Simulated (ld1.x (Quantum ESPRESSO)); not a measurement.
# Logarithmic derivatives: Sb (Z = 51), PAW

Sb, PAW, made with ld1.x (Quantum ESPRESSO) 7.5 (PBE, fully relativistic). Core [Kr], reference 4d10 5s1.75 5p3.25. Waves: 5s (bound): rcut 1.55, rcutus 1.75 bohr; 5s channel at 0.35 Ry: rcut 1.55, rcutus 1.75 bohr; 5p (bound): rcut 1.80, rcutus 2.05 bohr; 5p channel at 1.3 Ry: rcut 1.80, rcutus 2.05 bohr; 4d (bound): rcut 1.45, rcutus 1.60 bohr; 4d channel at -1.55 Ry: rcut 1.45, rcutus 1.60 bohr. Local part: all-electron potential smoothed inside 1.70 bohr (lloc = -1). Core correction: a·sin(br)/r model core inside 1.60 bohr. Augmentation charge: BESSEL, radius 1.35 bohr.

Open shells are filled in proportion to 2j + 1 (rel_dist='average').

The phase is arctan(r·u′/u) with u = r·R(r), unwrapped; energies in Ry, scanned from -4 to 5 Ry. A pole is an energy at which the radial function vanishes at the test radius. The pseudo phase is shifted by a multiple of π to meet the all-electron one at the reference energy, and phase errors are pseudo minus all-electron; the curves can meet again beyond the range given. Levels narrower than the energy grid can be missing from the lists of poles.

For each channel, where are the poles, and over which energies does the pseudopotential scatter like the atom?

```json
{"channel": "s", "radius (bohr)": "2.25", "reference energy (Ry)": "-0.96", "poles, all-electron": "1.44", "poles, pseudo": "1.44", "unbroken range about the reference energy with phases within 0.05 rad": "above -3.6", "phase error 1 Ry above the reference energy (rad)": "+0.000"}
{"channel": "p1/2", "radius (bohr)": "2.25", "reference energy (Ry)": "-0.40", "poles, all-electron": "2.84", "poles, pseudo": "2.82", "unbroken range about the reference energy with phases within 0.05 rad": "below 4.8", "phase error 1 Ry above the reference energy (rad)": "-0.000"}
{"channel": "p3/2", "radius (bohr)": "2.25", "reference energy (Ry)": "-0.35", "poles, all-electron": "3.16", "poles, pseudo": "3.06, 4.06", "unbroken range about the reference energy with phases within 0.05 rad": "below 3.6", "phase error 1 Ry above the reference energy (rad)": "-0.000"}
{"channel": "d3/2", "radius (bohr)": "2.25", "reference energy (Ry)": "-2.54", "poles, all-electron": "-2.40", "poles, pseudo": "-2.40", "unbroken range about the reference energy with phases within 0.05 rad": "the whole range", "phase error 1 Ry above the reference energy (rad)": "+0.000"}
{"channel": "d5/2", "radius (bohr)": "2.25", "reference energy (Ry)": "-2.45", "poles, all-electron": "-2.30", "poles, pseudo": "-2.30", "unbroken range about the reference energy with phases within 0.05 rad": "the whole range", "phase error 1 Ry above the reference energy (rad)": "+0.000"}
```

The ghost test of this file was not conclusive.

Phases in the d5/2 channel:

| E (Ry) | all-electron | pseudo |
| --- | --- | --- |
| -4.00 | 1.322 | 1.322 |
| -3.52 | 1.288 | 1.288 |
| -3.04 | 1.206 | 1.206 |
| -2.56 | -0.269 | -0.269 |
| -2.08 | -1.695 | -1.695 |
| -1.60 | -1.787 | -1.787 |
| -1.12 | -1.841 | -1.841 |
| -0.64 | -1.893 | -1.893 |
| -0.16 | -1.958 | -1.958 |
| 0.32 | -2.053 | -2.053 |
| 0.80 | -2.208 | -2.208 |
| 1.28 | -2.505 | -2.504 |
| 1.76 | -3.093 | -3.091 |
| 2.24 | -3.789 | -3.786 |
| 2.72 | -4.188 | -4.186 |
| 3.20 | -4.387 | -4.385 |
| 3.68 | -4.499 | -4.498 |
| 4.16 | -4.572 | -4.570 |
| 4.64 | -4.623 | -4.622 |
